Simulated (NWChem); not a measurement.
System: fluoroethane (C$_{2}$H$_{5}$F); SMILES CCF

NWChem input:

```
start job
memory heap 200 mb stack 900 mb global 1100 mb
geometry units angstroms noautoz
  C      1.165749    -0.137524     0.261966
  C     -0.318902    -0.388432     0.209382
  F     -0.942931     0.588736    -0.528496
  H      1.669042    -0.919492     0.850759
  H      1.595934    -0.136112    -0.750638
  H      1.378176     0.836434     0.727651
  H     -0.758150    -0.388262     1.222771
  H     -0.540847    -1.365751    -0.254801
end
basis spherical
  * library def2-tzvpd
end
dft
  xc b3lyp
  iterations 150
  mulliken
end
task dft energy
```

All runs use the structure optimised with PBE0/def2-SVP.

### Question
What results follow from this input? (B3LYP/def2-TZVPD.) Quantities: energy (Ha); highest occupied level (eV); orbital gap (eV); dipole (D).

### Answer
```
Property                      Result
---------------------------  -------
energy (Ha)                  -179.14
highest occupied level (eV)    -9.14
orbital gap (eV)                9.29
dipole (D)                      1.86
```
